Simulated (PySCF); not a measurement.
Task: Give a GFN2-xTB geometry of `C=C=CCc1ccccn1`.

Result: 
```
atom  x, y, z in Å
C1     3.7576    0.4353    0.4837
C2     2.7055   -0.2979    0.3060
C3     1.6559   -1.0299    0.1004
C4     0.6389   -0.7613   -0.9810
C5    -0.6404   -0.2940   -0.3436
C6    -0.7600    1.0030    0.1507
C7    -1.9441    1.3766    0.7591
C8    -2.9686    0.4461    0.8558
C9    -2.7493   -0.8190    0.3364
N10   -1.6194   -1.1819   -0.2451
H11    3.7475    1.2966    1.1335
H12    4.6963    0.2103    0.0018
H13    1.4400   -1.8723    0.7437
H14    0.4394   -1.6831   -1.5291
H15    1.0182    0.0002   -1.6642
H16    0.0635    1.6945    0.0557
H17   -2.0686    2.3750    1.1543
H18   -3.9095    0.6966    1.3206
H19   -3.5125   -1.5855    0.3844
```

Orientation and origin are arbitrary. Atoms count from 1 in this order. The 8 C–C bonds span 1.295 Å (C1=C2, drawn double) to 1.509 Å (C3–C4, drawn single), a spread of 0.214 Å. The 6-membered ring C5–C6–C7–C8–C9–N10 has internal angles of 118.0° to 123.5° (sum 720°, against 720° for a flat polygon); it is planar, 0.00 Å rms from its mean plane, widest ring torsion 0°.

Bonds between heavy atoms (Å): C1=C2 1.295, C2=C3 1.296, C3–C4 1.509, C4–C5 1.504, C5–C6 1.393, C6–C7 1.383, C7–C8 1.387, C8–C9 1.385, C9–N10 1.322, C5–N10 1.325.

Structure optimised with GFN2-xTB, isolated species.

Point group: C1 (no symmetry element, even within 0.4 Å). Whether it is a minimum is left open (no frequencies). The numbers are those of one conformer (C2–C3–C4–C5 -110°, C3–C4–C5–C6 76°).

All values are computed, not measured.
